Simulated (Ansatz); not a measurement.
Compare A (`[BH2][AlH][O][SiH2]C`) with its isomer B (`CB(O)[SiH2][AlH2]`).

Program: Ansatz. Geometries: PBE0-D4/def2-TZVP. ΔE: electronic, gas phase. CBS: MP2 limit from def2 TZ/QZ plus the TZ coupled-cluster correction, frozen cores. DFT in def2-TZVPP. B3LYP here is the variant with VWN-RPA as its local correlation; programs differ in this. One conformer a species, not always the lowest.

Question: Which isomer does CCSD(T)/CBS put lower? Give the gap. (Estimate.)

Answer: Ansatz gave: A, by 19.9 kcal/mol.

Question: Give E(B) − E(A) in kcal/mol with B3LYP-D4, MP2/def2-TZVPP, B3LYP, PBE-D4, HF/def2-TZVPP, B2PLYP, r2SCAN-D4. (An estimate is asked.)

Answer: The calculation gave: B3LYP-D4 18.5, MP2/def2-TZVPP 21.5, B3LYP 19.2, PBE-D4 8.2, HF/def2-TZVPP 29.6, B2PLYP 20.7, r2SCAN-D4 15.6. None reverses the order clearly.

Largest T1 diagnostic: 0.014.

In def2-TZVPP, CCSD(T) changes the Hartree–Fock value by −10.6 kcal/mol (the triples alone add −2.0 kcal/mol) and MP2 by −8.1 kcal/mol. From PBE to PBE0 (25 % exact exchange), in def2-TZVPP and without D4, E(B) − E(A) moves by +3.8 kcal/mol.
